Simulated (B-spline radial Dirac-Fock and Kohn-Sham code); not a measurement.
**Ionisation of each subshell: Gd²¹⁺**

System: gadolinium as Gd²¹⁺ in the configuration [Kr] 4d7; nuclear rms radius 5.1569 fm (A = 158).

Calculated with an atomic code on a B-spline grid, using Dirac-Fock energy differences between relaxed states, corrected for Breit and QED terms. Electron correlation is not included. Energies are counted from the vacuum level. Subshells whose hole state is unreliable or did not converge are left out.

All terms are in eV, carry their sign (relaxation lowers the binding energy) and add up to the binding energy; ⟨r⟩ is the mean radius of the orbital in the initial state.

```tsv
subshell	−ε (Koopmans)	relaxation	Breit	QED	binding energy	⟨r⟩ (bohr)
K	51126.0	-61.99	-142.40	-73.53	50848.1	0.022
L1	9048.1	-28.70	-15.03	-10.01	8994.3	0.093
L2	8600.8	-32.75	-24.87	0.38	8543.5	0.078
L3	7903.2	-30.62	-15.87	-0.72	7855.9	0.084
M1	2505.3	-8.92	-2.63	-2.23	2491.5	0.242
M2	2311.7	-9.62	-4.48	0.05	2297.6	0.232
M3	2164.6	-8.87	-2.65	-0.16	2152.9	0.245
M5	1803.8	-10.59	-1.11	0.11	1792.2	0.221
N1	939.1	-1.50	-0.65	-0.59	936.4	0.526
N2	857.8	-1.52	-1.08	0.02	855.2	0.532
N3	819.8	-1.37	-0.62	-0.04	817.8	0.553
N4,5	684.8	-1.34	-0.25	0.04	683.2	0.568
```

For the deepest level, K (1s), the Breit terms make up -0.280 % of the binding energy, QED -0.145 % and orbital relaxation -0.122 %.

Going to the tabulated ground configuration of the next ion removes an electron from N4,5 (4d), computed at 683.2 eV. NIST lists 680 ± 4 eV as the ionisation energy of this species (theoretical), -3.21 eV from the computed value, within the stated uncertainty.
